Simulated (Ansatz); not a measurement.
## Relaxing a trial structure of C3H4N2O2

The starting geometry of this gas-phase singlet was optimised with GFN2-xTB; its bonds are those of `COc1ncno1`.

```xyz
11

C     1.3866    0.3151   -0.6838
C    -0.2271    0.8676    0.8638
C    -2.2919    0.7631    0.9003
N    -1.2209    0.4940    0.1090
N    -1.9836    1.2623    2.0532
O     1.0543    0.8316    0.6003
O    -0.6154    1.3406    2.0516
H     1.0289   -0.7106   -0.7867
H     0.9387    0.9272   -1.4684
H     2.4716    0.3510   -0.7419
H    -3.2996    0.5756    0.5941
```

Q: Predict what becomes of its bonds when it is optimised with PBE-D3(BJ)/def2-SVP.

A: It keeps its bonds, and is `COc1ncno1`.

The energy falls by 0.11 eV over 6 steps:

| step | E − E(last) (eV) |
| --- | --- |
| 1 | 0.110 |
| 2 | 0.022 |
| 3 | 0.002 |
| 4 | 0.000 |
| 5 | 0.000 |
| 6 | 0.000 |

Final geometry (Å):

```xyz
11

C     1.4152    0.3137   -0.6909
C    -0.2438    0.8592    0.8471
C    -2.3109    0.7666    0.9111
N    -1.2479    0.4844    0.0874
N    -2.0118    1.2751    2.0892
O     1.0503    0.8304    0.5990
O    -0.6003    1.3407    2.0513
H     1.0633   -0.7310   -0.8050
H     0.9684    0.9295   -1.4969
H     2.5175    0.3595   -0.7323
H    -3.3586    0.5893    0.6314
```

The end wasn't checked by frequencies. Run with Ansatz 0.2.0, 9.6 s on 2 threads of Intel(R) Xeon(R) Processor @ 2.70GHz, on a shared host.
